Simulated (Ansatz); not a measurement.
Basis-set series for `F[SiH]([SiH3])OC=S`. Total charge 0; spin multiplicity 1. Geometry: relaxed with PBE0-D4/def2-TZVP. It is one conformer, not always the lowest.

```xyz
11

F     2.042   -0.063   -1.057
Si    0.505   -0.479   -0.954
Si    0.091   -1.306    1.202
O    -0.413    0.875   -1.291
C    -0.668    1.887   -0.463
S    -1.531    3.181   -0.853
H     0.200   -1.400   -2.067
H     0.482   -0.303    2.226
H     0.884   -2.548    1.393
H    -1.358   -1.610    1.328
H    -0.234    1.765    0.536
```

```tsv
functional	basis	functions	energy (Eh)	HOMO (eV)	LUMO (eV)
PBE0-D4	def2-SVP	121	-1192.34940	-6.73	-1.79
PBE0-D4	def2-QZVPP	531	-1193.00526	-6.91	-2.01
ωB97M-V	def2-SVP	121	-1192.81407	-8.90	0.45
ωB97M-V	def2-QZVPP	531	-1193.47306	-9.13	0.10
```

(1) Give the rows for def2-TZVPP. (Estimate.)

Results:

(1) Ansatz gave: 
```csv
functional,basis,functions,energy (Eh),HOMO (eV),LUMO (eV)
PBE0-D4,def2-TZVPP,289,-1192.96131,-6.88,-1.96
ωB97M-V,def2-TZVPP,289,-1193.43176,-9.08,0.19
```

Positive LUMOs are unbound and depend on the basis.
